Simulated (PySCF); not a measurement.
Species: C₇H₆N₂.
Bonds: C1–C2, C2–C3 (double), C3–C4 (double), C4–C5, C5–N6 (triple), C4–C7, C7–C8, C8–N9 (triple). Hydrogens: H10, H11, H12 on C1; H13 on C2; H14, H15 on C7.

Closed-shell single points with PySCF (density fitting; grid level 2 and gas phase unless stated) on one GFN2-xTB geometry.

Question: Rank these settings by the HOMO energy, lowest first.
A. PBE0/def2-SVPD
B. B97-2/def2-SVPD, start guess sap
C. PW91/def2-SVP, start guess huckel, fitting basis def2-qzvpp-jkfit

Answer: A (-8.32 eV), B (-8.07 eV), C (-7.03 eV).

Question: Rank these settings by the HOMO–LUMO gap, lowest first.
A. PW91/def2-SVP, start guess huckel, fitting basis def2-qzvpp-jkfit
B. PBE0/def2-SVPD
C. B97-2/def2-SVPD, start guess sap

Answer: A (4.61 eV), C (6.35 eV), B (6.65 eV).

All figures of these runs:

```
                                                         settings  basis functions  SCF cycles     E (Eh)  HOMO (eV)  LUMO (eV)  dipole (D)
                                 B97-2/def2-SVPD, start guess sap              228          18  -379.3602      -8.07      -1.72        5.90
                                                   PBE0/def2-SVPD              228          15  -379.0414      -8.32      -1.67        5.92
PW91/def2-SVP, start guess huckel, fitting basis def2-qzvpp-jkfit              156          19  -379.3283      -7.03      -2.42        5.44
```

Cycle counts include a coarse-grid stage where the run had one.

Shape of the structure used: `[CH3:1][CH:2]=[C:3]=[C:4]([C:5]#[N:6])[CH2:7][C:8]#[N:9]`: C3–C4–C7–C8 -92°.

One conformer stands for the species.
